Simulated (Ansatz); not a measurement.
`[BH2][GaH][O]C` + `CO[SiH2]N` → `C[O][GaH][O]C` + `B[SiH2]N`  (redistribution)

Program: Ansatz. Geometries: PBE0-D4/def2-TZVP. ΔE: electronic, gas phase. CBS: MP2 limit from def2 TZ/QZ plus the TZ coupled-cluster correction, frozen cores. This one scheme is used for every species. Functionals use def2-TZVPP. B3LYP here is the variant with VWN-RPA as its local correlation; programs differ in this. For Ga outer-core shells are correlated without core-valence functions, which leaves a few kJ/mol of doubt a bond. Scalar relativity is left out up to krypton. Each species was taken in one conformer, which may not be the lowest.

`[BH2][GaH][O]C`:

Cartesian coordinates in Å:
```
B -2.044 -0.319 1.581
Ga -0.213 -0.600 0.642
O 0.166 0.611 -0.622
C 1.346 0.610 -1.378
H -2.149 0.348 2.569
H -3.046 -0.829 1.173
H 0.918 -1.680 0.826
H 1.889 1.550 -1.230
H 2.023 -0.215 -1.117
H 1.109 0.525 -2.445
```

`CO[SiH2]N`:

```xyz
11

C    -0.153   -0.431   -1.669
O     0.877   -0.160   -0.751
Si    0.616    0.614    0.676
N    -0.421   -0.164    1.785
H    -0.882   -1.138   -1.257
H    -0.685    0.483   -1.961
H     0.288   -0.872   -2.564
H    -0.027    1.930    0.406
H     1.973    0.726    1.252
H    -1.406    0.030    1.826
H    -0.180   -1.018    2.258
```

`C[O][GaH][O]C`:

Cartesian coordinates in Å:
```
C -0.480 -1.468 1.842
O -0.435 -1.891 0.499
Ga -0.081 -0.795 -0.844
O 0.211 0.882 -0.320
C 0.512 1.932 -1.200
H 0.255 -2.031 2.429
H -0.270 -0.400 1.962
H -1.472 -1.672 2.258
H -0.035 -1.268 -2.316
H 0.547 1.623 -2.254
H -0.241 2.723 -1.110
H 1.487 2.365 -0.948
```

`B[SiH2]N`:

```xyz
9

B    -0.219   -0.016   -1.626
Si    0.378    0.439    0.230
N    -0.128   -0.748    1.374
H    -1.102   -0.793   -1.851
H     0.269    0.539   -2.567
H    -0.158    1.828    0.458
H     1.859    0.567    0.342
H     0.153   -0.677    2.339
H    -1.052   -1.140    1.299
```

Task: Is it downhill or uphill in electronic energy at CCSD(T)/CBS, and by how much? (An estimate is asked.)

Result: The calculation gave: Uphill: ΔE = +64.1 kJ/mol.

Task: What do these levels give: PBE-D4, B3LYP-D4, ωB97M-V, B2PLYP, PBE, r2SCAN, SCS-MP2/def2-TZVPP, CCSD/def2-TZVPP, HF/def2-QZVPP, MP2/def2-QZVPP, HF/CBS(def2), MP2/CBS(def2)? (Best estimate.)

Result: The calculation gave: PBE-D4 54.5, B3LYP-D4 62.6, ωB97M-V 67.2, B2PLYP 61.6, PBE 54.6, r2SCAN 58.9, SCS-MP2/def2-TZVPP 60.2, CCSD/def2-TZVPP 60.7, HF/def2-QZVPP 67.1, MP2/def2-QZVPP 63.8, HF/CBS(def2) 67.1, MP2/CBS(def2) 65.9 kJ/mol.

Largest T1 diagnostic among the species: 0.015.

From PBE to PBE0 (25 % exact exchange), in def2-TZVPP and without D4, ΔE moves by +4.4 kJ/mol. In def2-TZVPP, CCSD(T) changes the Hartree–Fock value by −7.9 kJ/mol (the triples alone add −1.7 kJ/mol) and MP2 by −6.1 kJ/mol.
